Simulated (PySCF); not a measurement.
Compound: 2-bromopyrimidine, C4H3BrN2.
SMILES with atom numbers: `[Br:1][c:2]1[n:3][cH:4][cH:5][cH:6][n:7]1` (hydrogens: H8 on C4; H9 on C5; H10 on C6)

Level of theory: core-valence-separated Tamm–Dancoff BHandHLYP/aug-pcX-1 (pcseg-1 on H, def2-SVPD on Br) in PySCF, non-relativistic, gas phase, PBE0-D3(BJ)/def2-SVP geometry. BHandHLYP without relativity tends to put these K edges a few eV too low, so spacings mean more than positions.

Question: List the carbon K-edge absorption lines.

Answer: 
```json
{"E (eV)": "283.11", "f": "0.0119", "core hole on": "C5", "main final orbital": "LUMO+1 (75 %)", "polarisation": "out of plane"}
{"E (eV)": "283.15", "f": "0.1858", "core hole on": "C4/C6", "main final orbital": "LUMO (2 roots, f summed)", "polarisation": "out of plane"}
{"E (eV)": "284.40", "f": "0.0000", "core hole on": "C5", "main final orbital": "LUMO (99 %)", "polarisation": "–"}
{"E (eV)": "284.90", "f": "0.0749", "core hole on": "C2", "main final orbital": "LUMO+1 (84 %)", "polarisation": "out of plane"}
{"E (eV)": "286.20", "f": "0.0181", "core hole on": "C5", "main final orbital": "LUMO+2 (77 %)", "polarisation": "in plane"}
{"E (eV)": "286.20", "f": "0.0010", "core hole on": "C4/C6", "main final orbital": "LUMO+1 (2 roots, f summed)", "polarisation": "out of plane"}
{"E (eV)": "286.71", "f": "0.0590", "core hole on": "C2", "main final orbital": "LUMO+3 (49 %)", "polarisation": "in plane"}
{"E (eV)": "287.36", "f": "0.0000", "core hole on": "C2", "main final orbital": "LUMO (99 %)", "polarisation": "–"}
{"E (eV)": "287.49", "f": "0.0380", "core hole on": "C4/C6", "main final orbital": "LUMO+2 (2 roots, f summed)", "polarisation": "in plane"}
{"E (eV)": "287.71", "f": "0.0003", "core hole on": "C5", "main final orbital": "LUMO+4 (90 %)", "polarisation": "–"}
{"E (eV)": "287.89", "f": "0.0041", "core hole on": "C5", "main final orbital": "LUMO+5 (47 %)", "polarisation": "in plane"}
{"E (eV)": "287.93", "f": "0.0062", "core hole on": "C5", "main final orbital": "LUMO+6 (79 %)", "polarisation": "out of plane"}
{"E (eV)": "288.17", "f": "0.0000", "core hole on": "C5", "main final orbital": "LUMO+3 (67 %)", "polarisation": "–"}
{"E (eV)": "288.52", "f": "0.0006", "core hole on": "C5", "main final orbital": "LUMO+7 (50 %)", "polarisation": "–"}
{"E (eV)": "288.85", "f": "0.0059", "core hole on": "C4/C6", "main final orbital": "LUMO+3 (2 roots, f summed)", "polarisation": "in plane"}
```

The first line with a tenth or more of the strongest one's intensity is at 283.15 eV (f = 0.186, sum of 2), with the hole on C4/C6 (aromatic CH next to a ring nitrogen), polarised out of plane: a 1s→π* resonance. It is also the strongest listed.

Question: Give energies, oscillator strengths and core holes at the N K edge.

Answer: 
| E (eV) | f | core hole on | main final orbital | polarisation |
| --- | --- | --- | --- | --- |
| 396.65 | 0.1154 | N3/N7 | LUMO (2 roots, f summed) | out of plane |
| 399.17 | 0.0006 | N3/N7 | LUMO+1 (2 roots, f summed) | – |
| 401.21 | 0.0053 | N3/N7 | LUMO+3 (2 roots, f summed) | in plane |
| 401.73 | 0.0008 | N3/N7 | LUMO+2 (2 roots, f summed) | – |
| 402.45 | 0.0009 | N3/N7 | LUMO+5 (2 roots, f summed) | – |

The first line with a tenth or more of the strongest one's intensity is at 396.65 eV (f = 0.115, sum of 2), with the hole on N3/N7 (pyridine-type nitrogen), polarised out of plane: a 1s→π* resonance. It is also the strongest listed.

Roots within 0.03 eV whose holes lie on the same, on equivalent or on shared atoms are summed into one line, and the highest roots are left out, as the search may have cut off their partners. Final orbitals are the ground state's empty Kohn–Sham orbitals. A dash: too weak, shared between unlike atoms, or no plane or axis to refer to.

Question: What is the summed oscillator strength of the listed C K lines, and their intensity-weighted mean energy?

Answer: Σf = 0.406 over 15 lines from 283.11 to 288.85 eV; the weighted mean is 284.75 eV. The strongest line holds 46 % of the sum.

The list ends where the root search ended, not at a threshold. Relativistic effects, spin–orbit coupling among them, are left out although an element past zinc is present.

Time: 30 s of wall time; peak memory 1.1 GiB. Hardware: Arm Neoverse V2, one thread (shared host).
